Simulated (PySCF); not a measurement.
# MgPb: energy against distance

Set-up: PySCF, scalar-relativistic core potentials, basis sets Mg aug-cc-pVDZ, Pb aug-cc-pVDZ-PP with ECP60. Energies in eV from Mg + Pb in their ground configurations at the same level. State: ³Σ⁻ (triplet), unpaired electrons π ↑↑.

All columns are PBE0. A positive dipole means Mg(−)Pb(+).

```csv
R (Å),E (eV),μ (D),Mulliken charge on Mg (basis-dependent),HOMO (eV),LUMO (eV),Mayer bond order,⟨S²⟩
2.435,-0.442,-2.31,-0.02,-4.90,-2.36,1.42,2.08
2.548,-0.675,-2.40,0.00,-4.80,-2.44,1.30,2.08
2.661,-0.800,-2.48,0.04,-4.72,-2.52,1.19,2.08
2.746,-0.842,-2.52,0.06,-4.66,-2.57,1.12,2.08
2.831,-0.853,-2.56,0.09,-4.62,-2.62,1.05,2.08
2.916,-0.841,-2.59,0.11,-4.58,-2.66,0.98,2.08
3.029,-0.800,-2.62,0.13,-4.54,-2.72,0.89,2.08
3.171,-0.724,-2.63,0.14,-4.50,-2.79,0.79,2.07
3.341,-0.619,-2.61,0.14,-4.47,-2.85,0.66,2.06
3.567,-0.480,-2.49,0.12,-4.46,-2.91,0.51,2.04
```

A fit through these points gives, at Re = 2.824 Å, μ = -2.56 D and dμ/dR = -0.418 D/Å; the reduced mass is 21.5 u.

Task: How strong is the fundamental in the double-harmonic approximation, I = 42.26·(dμ/dR)²/μred km/mol?

Result: I = 42.26·(-0.418)²/21.5 = 0.343 km/mol at PBE0.

Spin–orbit coupling is left out, which matters for elements this heavy, above all for dissociation energies. The state is the lowest determinant that a PBE0 search found; another state may lie lower at other levels.
